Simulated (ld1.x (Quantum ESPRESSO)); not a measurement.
**u(r) = r·R(r): atom against pseudo-atom (Ni)**

Columns: radius, all-electron u(r) and pseudo u(r) of the 3d shell (level -8.78 eV) of nickel in the configuration [Ar] 3d8 4s2 4p0; BLYP, scalar-relativistic, TM scheme, ld1.x (Quantum ESPRESSO) 7.5.

| r (bohr) | all-electron | pseudo |
| --- | --- | --- |
| 0.165 | 0.2594 | 0.0592 |
| 0.330 | 0.7013 | 0.3697 |
| 0.495 | 0.9352 | 0.8164 |
| 0.660 | 0.9788 | 1.0788 |
| 0.825 | 0.9226 | 1.0581 |
| 0.990 | 0.8294 | 0.9011 |
| 1.155 | 0.7291 | 0.7477 |
| 1.320 | 0.6342 | 0.6356 |
| 1.485 | 0.5490 | 0.5490 |
| 1.650 | 0.4743 | 0.4743 |
| 1.815 | 0.4096 | 0.4096 |
| 1.980 | 0.3538 | 0.3538 |
| 2.145 | 0.3058 | 0.3058 |
| 2.310 | 0.2645 | 0.2645 |
| 2.475 | 0.2289 | 0.2289 |
| 2.640 | 0.1984 | 0.1984 |
| 2.805 | 0.1720 | 0.1720 |
| 2.970 | 0.1492 | 0.1492 |
| 3.135 | 0.1295 | 0.1295 |
| 3.300 | 0.1125 | 0.1125 |
| 3.465 | 0.0978 | 0.0978 |
| 3.630 | 0.0850 | 0.0850 |
| 3.795 | 0.0740 | 0.0740 |
| 3.960 | 0.0644 | 0.0644 |
| 4.125 | 0.0561 | 0.0561 |
| 4.290 | 0.0488 | 0.0488 |

(1) How many radial nodes do the two functions have?

(2) At about which radius was the pseudo-wave matched?

(3) Where does each function peak?

(4) Is the pseudo-wave norm-conserving?

Answers

(1) The all-electron 3d function has n − l − 1 = 0; the pseudo-wave has 0.

(2) 1.50 bohr, where the columns begin to agree (steps of 0.17 bohr).

(3) Outermost all-electron maximum near 0.66 bohr, pseudo maximum near 0.66 bohr (to the table’s step).

(4) Yes: the TM scheme keeps the norm inside the radius equal to the all-electron one, which fixes the energy derivative of the logarithmic derivative at the level.
